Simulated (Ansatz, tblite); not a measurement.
Isomers of BiIO (singlet), found by a short tight-binding search and relaxed with B3LYP-D4/def2-TZVP in Ansatz.

In the def2 sets Bi, I take a core potential; there is no spin–orbit coupling. The xTB rows come from tblite. Correlated methods freeze 9 core orbitals; core or outer-core shells of Bi, I are correlated, in sets that lack core-valence functions.

Run but left out: HF/def2-TZVPP (A: restricted singlet, unstable towards broken spin symmetry); BHLYP-D4/def2-TZVP (B: restricted singlet, unstable in another Hartree–Fock run and untested here).

A: At CCSD(T)/def2-TZVPP T1 of the charge 0 singlet is large (up to 0.025), so the single-reference result is doubtful. At CCSD(T)/def2-TZVPP the restricted singlet (for correlated methods, its reference) is unstable: a solution with broken spin symmetry lies lower. B: The restricted singlet is unstable towards broken spin symmetry in Hartree–Fock (as tested in another run); at PBE-D4/def2-TZVP, r2SCAN-D4/def2-TZVP, PBE0-D4/def2-TZVP, CAM-B3LYP-D4/def2-TZVP this wasn't settled. At CCSD(T)/def2-TZVPP T1 of the charge 0 singlet is large (up to 0.039), so the single-reference result is doubtful. At CCSD(T)/def2-TZVPP the restricted singlet (for correlated methods, its reference) is unstable: a solution with broken spin symmetry lies lower.

Other spin states were run for one of them alone.

A:

```xyz
3

Bi   -0.177   -0.843   -0.510
O    -0.373    0.731   -1.562
I     0.550    0.112    2.072
```

B:

Cartesian coordinates in Å:
```
Bi 1.9957 0.5621 -0.5750
O -1.8197 0.0676 0.0497
I -0.1760 -0.6297 0.5252
```

Q: Estimate their order by electronic energy at PBE0-D4/def2-TZVP, counted from the lowest.

A: A (0.0) < B (70.4), in kcal/mol.

Q: Do the other levels pick the same lowest one?

A: All that were run do. Energies above each level's lowest (kcal/mol):

```tsv
level	A	B
GFN1-xTB	0.0	46.1
GFN2-xTB	0.0	76.6
PBE-D4/def2-TZVP	0.0	66.8
r2SCAN-D4/def2-TZVP	0.0	71.0
PBE0-D4/def2-TZVP	0.0	70.4
CAM-B3LYP-D4/def2-TZVP	0.0	74.6
MP2/def2-TZVPP	0.0	89.5
CCSD/def2-TZVPP	0.0	75.4
CCSD(T)/def2-TZVPP	0.0	75.4
```
Point groups (tolerance 0.1 Å): A Cs, B Cs. Lower isomers may exist.
